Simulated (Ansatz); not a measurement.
Cost and result for the atomization energy of CH₆ClGaN₂ (`NC[NH][GaH][Cl]`) (11 atoms, 10 bonds).

```xyz
11

N    -1.900   -0.099   -0.512
C    -0.892    0.230    0.467
N     0.449    0.462   -0.031
Ga    1.916   -0.549    0.265
Cl    3.691    0.196   -0.690
H    -2.063    0.676   -1.143
H    -1.603   -0.888   -1.075
H    -0.844   -0.588    1.191
H    -1.249    1.111    1.013
H     0.541    1.295   -0.594
H     1.953   -1.845    1.109
```

The species carries charge 0 and has multiplicity 1. Correlated methods include outer-core shells of Ga, which these sets cover unevenly. Scalar relativity is left out up to krypton. Geometry: relaxed with PBE0-D4/def2-TZVP. It is one conformer, not always the lowest. Program: Ansatz. All runs use 4 threads of an Arm Neoverse V2 on a shared host. Times are those of one run each, without the atoms' runs, and a repeat can differ threefold. Electronic energies, without spin–orbit coupling; frozen cores. CCSD(T)/CBS adds CCSD(T) − MP2 in def2-TZVPP to the MP2 limit, and its time is that of the two runs behind it. T1 = 0.013. With those shells the extrapolation isn't a true limit. B3LYP takes the VWN-RPA correlation (the form of Gaussian; ORCA's B3LYP/G).

CCSD(T)/CBS is a level of theory with its own doubt, some kJ/mol a heavy atom from the limit and from the frozen cores, so smaller differences don't rank the functionals.

```csv
level,functions,wall time,atomization (kJ/mol),difference from CCSD(T)/CBS,per bond
PBE-D4/def2-TZVPP (with forces),267,2.4 s,3743.7,71.6,7.2
PBE0-D4/def2-TZVPP,267,3.4 s,3668.6,-3.5,-0.4
r2SCAN-D4/def2-TZVPP (with forces),267,4.9 s,3658.6,-13.5,-1.4
B3LYP-D4/def2-TZVPP (with forces),267,5.5 s,3659.4,-12.7,-1.3
B2PLYP/def2-TZVPP,267,6 s,3620.4,-51.7,-5.2
ωB97X-V/def2-TZVPP,267,8.5 s,3688.6,16.5,1.6
ωB97M-V/def2-TZVPP (with forces),267,12 s,3675.2,3.1,0.3
MP2/def2-QZVPP,510,24 s,3684.8,12.7,1.3
CCSD(T)/def2-TZVPP,267,4.1 min,3565.7,-106.4,-10.6
CCSD(T)/CBS(def2),–,4.5 min,3672.1,0.0,0.0
```

From PBE to PBE0 (25 % exact exchange), in def2-TZVPP and without D4, the atomization energy moves by −71.7 kJ/mol: exact exchange takes away binding that semilocal exchange gives to molecules. In def2-TZVPP, CCSD(T) changes the Hartree–Fock value by +1054.8 kJ/mol (the triples alone add +61.7 kJ/mol) and MP2 by +1110.7 kJ/mol; breaking electron pairs costs correlation energy, which Hartree–Fock lacks. The D4 term adds +37.3 kJ/mol with B3LYP and +19.7 kJ/mol with PBE0; it sums over pairs of atoms, weighted by their polarisabilities, and B3LYP, whose exchange is more repulsive, gets the larger term.
